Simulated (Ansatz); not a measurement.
Geometry optimisation, Ansatz, RKS BHLYP/def2-SVP.

input.yaml

```yaml
crystal:
  periodic: [false, false, false]
  atoms:
    - { symbol: "N", position_ang: [-1.239, 1.2797, 0.6631] }
    - { symbol: C, position_ang: [-0.1457, 0.9594, 1.1023] }
    - { symbol: C, position_ang: [0.2936, -0.4494, 0.9466] }
    - { symbol: Ga, position_ang: [1.3028, -0.575, -0.6798] }
    - { symbol: "N", position_ang: [-0.303, -1.1507, -1.8794] }
    - { symbol: H, position_ang: [-1.9208, 0.6695, 0.19] }
    - { symbol: H, position_ang: [0.5314, 1.7006, 1.5734] }
    - { symbol: H, position_ang: [-0.3034, -1.1123, 1.5243] }
    - { symbol: H, position_ang: [1.3671, -0.5313, 1.3868] }
    - { symbol: H, position_ang: [2.1308, 0.7385, -1.1067] }
    - { symbol: H, position_ang: [-0.3936, -0.1409, -2.1237] }
    - { symbol: H, position_ang: [-1.2432, -1.4433, -1.5631] }
basis:
  gaussian: { orbitals: def2-SVP }
hamiltonian:
  xc: { name: BHLYP }
relax:
  f_tol: 0.015
  max_steps: 40
```

Run as:

```bash
$ ansatz run input.yaml --threads 2 --pin off --max-ram 3072MiB --backend cpu --events-out ev --progress --plain --runs-dir out
```

**Question.** Where does it end, and by what steps?

**Answer.** The run converged. After 34 steps the energy has fallen by 3.386 eV; H11 moved furthest, 1.58 Å.

```tsv
step	energy less start (eV)	largest force component (eV/Å)	accepted
0	0.0000	4.653	yes
2	-2.6810	1.178	yes
4	-3.0761	1.270	yes
6	-3.2764	0.381	yes
8	-3.3133	0.391	yes
10	-3.3267	1.207	no
12	-3.3540	0.083	yes
14	-3.3690	0.212	yes
16	-3.3753	0.317	yes
18	-3.3789	0.088	yes
20	-3.3798	0.026	yes
22	-3.3819	0.051	yes
24	-3.3834	0.078	yes
26	-3.3845	0.020	yes
28	-3.3854	0.075	yes
30	-3.3861	0.019	yes
32	-3.3862	0.025	yes
34	-3.3863	0.014	yes
```

```xyz
12
Properties=species:S:1:pos:R:3
N -1.247 1.633 1.652
C -0.119 1.095 1.482
C 0.190 -0.256 0.935
Ga 0.826 -0.158 -0.949
N -0.037 -1.180 -2.166
H -1.994 0.992 1.388
H 0.757 1.703 1.740
H -0.684 -0.913 0.983
H 1.001 -0.717 1.511
H 2.010 0.728 -1.438
H 0.190 -1.203 -3.145
H -0.817 -1.781 -1.959
```

The run took 2 min on 2 threads of Arm Neoverse V2, with other jobs on the host, peak memory 0.32 GiB.
